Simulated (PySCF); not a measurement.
## Os (osmium, neutral): UHF calculation

Configuration: [Xe] 4f14 5d6 6s2, high-spin 5D determinant. All numbers are calculated (PySCF 2.14, scalar relativity by spin-free X2C-1e, in x2c-TZVPPall with one added diffuse shell each of s, p, d, f type (12s8p8d4f1g, 113 functions)).

| Item | Value |
| --- | --- |
| Total energy | -17250.019135 hartree |
| One-electron energy | -23664.7561 hartree |
| Hartree (Coulomb) energy | 6754.2247 hartree |
| Exchange energy | -339.4877 hartree |
| ⟨S²⟩ | 6.0342 |
| ⟨L²⟩ | 6.035 |
| Sum of ⟨r⟩ | 46.20 bohr |
| Sum of ⟨r²⟩ | 68.41 bohr² |
| Traceless quadrupole moment −½Σ⟨3z² − r²⟩ along its main axis | 1.18 e·bohr² |
| Langevin diamagnetic susceptibility | -54.2 ×10⁻⁶ cm³/mol |

| shell | electrons | mean orbital energy (hartree) | spread (hartree) | rms radius, mean of both spins (bohr) |
| --- | --- | --- | --- | --- |
| 1s β | 1 | -2729.37305 | 0 | 0.0201 |
| 1s α | 1 | -2729.37254 | 0 | 0.0201 |
| 2s α | 1 | -480.67400 | 0 | 0.0809 |
| 2s β | 1 | -480.65794 | 0 | 0.0809 |
| 2p α | 3 | -419.92636 | 0.00411 | 0.0739 |
| 2p β | 3 | -419.91004 | 0.00060 | 0.0739 |
| 3s α | 1 | -114.25788 | 0 | 0.207 |
| 3s β | 1 | -114.25371 | 0 | 0.207 |
| 3p α | 3 | -96.03749 | 0.00724 | 0.209 |
| 3p β | 3 | -96.03295 | 0.00590 | 0.209 |
| 3d α | 5 | -74.88539 | 0.00795 | 0.191 |
| 3d β | 5 | -74.87182 | 0.00977 | 0.191 |
| 4s α | 1 | -25.38920 | 0 | 0.459 |
| 4s β | 1 | -25.37003 | 0 | 0.459 |
| 4p α | 3 | -19.28128 | 0.01601 | 0.488 |
| 4p β | 3 | -19.26228 | 0.01033 | 0.488 |
| 4d α | 5 | -11.41013 | 0.02013 | 0.526 |
| 4d β | 5 | -11.38016 | 0.02126 | 0.526 |
| 5s α | 1 | -4.06175 | 0 | 1.08 |
| 5s β | 1 | -3.88726 | 0 | 1.08 |
| 4f α | 7 | -2.63663 | 0.01973 | 0.611 |
| 4f β | 7 | -2.61526 | 0.01147 | 0.611 |
| 5p α | 3 | -2.42851 | 0.04728 | 1.26 |
| 5p β | 3 | -2.16941 | 0.03163 | 1.26 |
| 5d α | 5 | -0.48335 | 0.06024 | 1.92 |
| 5d β | 1 | -0.34664 | 0 | 1.92 |
| 6s α | 1 | -0.32688 | 0 | 3.46 |
| 6s β | 1 | -0.24888 | 0 | 3.46 |

Spin-orbit coupling, absent here, splits the open shell strongly.

Densities and radii are taken from the X2C orbitals without a picture-change correction, which distorts them close to the nucleus.

Spin-orbit constants ζ (cm⁻¹) from the X2C one-electron operator on these orbitals: bare nucleus, nucleus screened by l(l+1)(2l+1)/3 electrons, and screened by the Breit-Pauli mean field of the electrons.

```json
{"shell": "2p", "bare": "7687000", "screened nucleus": "7485000", "mean field": "n/a"}
{"shell": "3p", "bare": "1693000", "screened nucleus": "1649000", "mean field": "n/a"}
{"shell": "3d", "bare": "264000", "screened nucleus": "229200", "mean field": "n/a"}
{"shell": "4p", "bare": "393400", "screened nucleus": "383000", "mean field": "n/a"}
{"shell": "4d", "bare": "53570", "screened nucleus": "46520", "mean field": "n/a"}
{"shell": "4f", "bare": "9964", "screened nucleus": "6293", "mean field": "n/a"}
{"shell": "5p", "bare": "56050", "screened nucleus": "54570", "mean field": "n/a"}
{"shell": "5d", "bare": "4006", "screened nucleus": "3479", "mean field": "n/a"}
```

To first order the Landé constant is A = -869.6 cm⁻¹, so the lowest level has J = 4 and lies 0.431 eV below the centre of the term. This holds in LS coupling only.
